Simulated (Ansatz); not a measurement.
**Question.** Name a neutral molecule of Al, C and H with HOMO–LUMO gap (B3LYP/def2-TZVPP) between 4.30 and 4.60 eV and LUMO energy (B3LYP/def2-TZVPP) between -1.15 and -0.85 eV (Ansatz, PBE0-D4/def2-TZVP geometry).

**Answer.** `[CH3][Al]1[CH2][CH2]1` (4.50 eV, -0.92 eV); `C[CH]1[CH2][Al]1[CH3]` (4.34 eV, -0.97 eV). Other molecules can fit too; these were computed, each in one conformer that needn't be the lowest.

B3LYP here is the variant with VWN-RPA as its local correlation; programs differ in this.
